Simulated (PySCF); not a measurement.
**[TcH5]-: fields on a plane**

All numbers come from UPBE0 in PySCF with Tc def2-TZVPD with ECP28, H def2-TZVPD; scalar-relativistic core potentials, no spin–orbit coupling; density-fitted integrals.

The quartet minimum has Tc–H 1.711 Å (×5); H–Tc–H 71.6° (×5), H–Tc–H 142.4° (×5).

The plane holds Tc1 at (0.00, 0.00), H2 at (1.71, 0.00), H3 at (-1.35, 1.05) Å. Columns run from x = -3.45 to 4.05 Å, rows from y = 3.45 (top) to -1.95 Å, in steps of 0.3 Å. Other isomers or separated fragments may lie lower. Core electrons replaced by a potential are absent, the electrostatic potential uses the reduced nuclear charge, and values within about 0.7 Å of such atoms have no physical meaning.

Give the spin density (e/Å³) (cut at ±0.5 e/Å³). Lower edges of the bins (e/Å³): '_' -0.147, '.' -0.082, ':' -0.018, '-' 0.047, '=' 0.112, '+' 0.177, '*' 0.241, '#' 0.306, '%' 0.371, '@' 0.435; top 0.50, each point printed twice.


```
::::::::::::::::::::::::::::::::::::::::::::::::::::
::::::::::::::::::::::::::::::::::::::::::::::::::::
::::::::::::::::::::::::::::::::::::::::::::::::::::
::::::::::::::::::::::::::::::::::::::::::::::::::::
::::::::::::::::::::::::::::::::::::::::::::::::::::
::::::::::::::::::::::::::....::::::::::::::::::::::
::::::::::::::::::::::::......::::::::::::::::::::::
::::::::::::......::::::::....::::::::::::::::::::::
::::::::::::..__..::::----::::::::::::::::::::::::::
::::::::::::......::==**##++--::::::::::::::::::::::
::::::::::::::::::==%%@@@@@@==::::....::::::::::::::
::::::::::::::::--++@@----@@++::..__....::::::::::::
::::::::::::::::--++@@----@@++::..__....::::::::::::
::::::::::::::::--==@@@@@@##==::::....::::::::::::::
::::::::::::::::::--++##**==--::::::::::::::::::::::
::::::::::::::::::----------::::::::::::::::::::::::
::::::::::::::::::::::::::::::::::::::::::::::::::::
::::::::::::::::::::::::::::::::::::::::::::::::::::
::::::::::::::::::::::::::::::::::::::::::::::::::::
```

Give the electrostatic potential (V) (cut at 20 V). Lower edges of the bins (V): '_' -6.27, '.' -6.11, ':' -5.87, '-' -5.48, '=' -4.86, '+' -3.88, '*' -2.33, '#' 0.13, '%' 4.03, '@' 10.21; top 20.0, each point printed twice.


```
++++++++++============================++++++++++++++
++++++++============--------============++++++++++++
++++++========--------------------========++++++++++
++++======------::::..::::------------======++++++++
++======------::..____::--====----------======++++++
======----------::____--++##**==--::::----======++++
======----==++**++----==**%%%%++--....::--======++++
====------++%%@@##++++**##%%##++::____::----======++
====------**@@@@@@####%%%%%%##++--......::--======++
====--::--++%%@@%%%%@@@@@@@@%%**====----::----====++
==----::..--++**%%@@@@@@@@@@@@########++------====++
==----..__..--**%%@@@@@@@@@@@@%%%%@@@@**==----====++
==----..__..--**%%@@@@@@@@@@@@%%%%@@@@**==----====++
====--::..::==**##@@@@@@@@@@@@########++------====++
====--::::--++**##%%@@@@@@@@%%**++==----::----====++
====--------++******##%%%%##**++--....::::--======++
======------======++++********==::____::----======++
======----------::----==++**++==::....::--======++++
++======----::::::..::--======--::::::--========++++
```

Open d and f shells are described by one determinant, and the ground state may have another occupation or spin. The lowest empty level of this anion is unbound, so it and the gap depend on the basis.
